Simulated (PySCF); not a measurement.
Computed vibrations of [Eu(H2O)2]2+

[Eu(H2O)2]2+ (singlet in the valence; each metal's 4f electrons, 7 of them, lie in its core potential, out of spins and levels). PySCF 2.14.0, RKS PBE0, Eu lcecp-0-SVP with ECP53, O def2-SVP, H def2-SVP; non-relativistic Hamiltonian with scalar-relativistic core potentials where named; density fitting; no spin-orbit coupling. Central differences of gradients.

```xyz
7

Eu    0.0000    0.0000    0.0000
O     0.0000    0.0000    2.4788
H     0.5400    0.5400    3.0838
H    -0.5400   -0.5400    3.0838
O     0.0000    0.0000   -2.4788
H     0.5400   -0.5400   -3.0838
H    -0.5400    0.5400   -3.0838
```

Run from Python with OMP_NUM_THREADS=2. Where DIIS fails, smearing, a level shift and second-order steps follow.
It took 21 s on 2 threads of Arm Neoverse V2, on a shared host.

Problem. What are the harmonic wavenumbers and infrared intensities?

Solution. Modes are labelled in D2d; negative numbers are unstable modes, those under 60 cm⁻¹ near the noise; a finer grid moves soft modes by up to 10 cm⁻¹.
| cm⁻¹ | km/mol | symmetry |
| --- | --- | --- |
| -22 | – | e |
| -22 | – | e |
| 114 | 0.0 | b1 |
| 301 | 0.0 | a1 |
| 308 | 28.2 | b2 |
| 530 | 40.2 | e |
| 530 | 40.2 | e |
| 562 | 392.4 | e |
| 562 | 392.4 | e |
| 1683 | 219.0 | b2 |
| 1685 | 0.0 | a1 |
| 3751 | 484.2 | b2 |
| 3755 | 0.0 | a1 |
| 3808 | 277.0 | e |
| 3808 | 277.0 | e |

Problem. Is this a minimum?

Solution. Yes, within the noise of the softest modes. 

An lcecp potential fixes the number of 4f electrons, so in runs with it no electron can move into or out of that shell.
